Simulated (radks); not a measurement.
Values are calculated unless marked as measured or tabulated.
Task: These are the eigenvalues of the occupied orbitals of an atom or ion with whole-number occupations (eV). Level of theory: non-relativistic Kohn-Sham, LDA (Slater exchange, Perdew-Wang correlation), spin-unpolarised, spherical densities, point nucleus (a radial shooting solver on a logarithmic mesh with Libxc functionals).

1s: -62117.68
2s: -10344.67
2p: -9921.092
3s: -2501.094
3p: -2304.831
3d: -1937.786
4s: -649.1228
4p: -567.4993
4d: -418.6182
5s: -232.0250
4f: -224.0131
5p: -204.4667

Which element is it, and in what charge state? The configuration may be excited.

Result: Z = 73, tantalum, charge +11: Ta11+ in [Kr] 4d10 4f13 5s2 5p1. The list shows which subshells hold electrons but not how many an open one holds; the 1s level, -2282.8 hartree, gives Z - s = 67.6 by -(Z - s)^2/2, which with screening narrows Z to a few neighbours, and the depths of the outer levels then fix element, charge and occupations together.
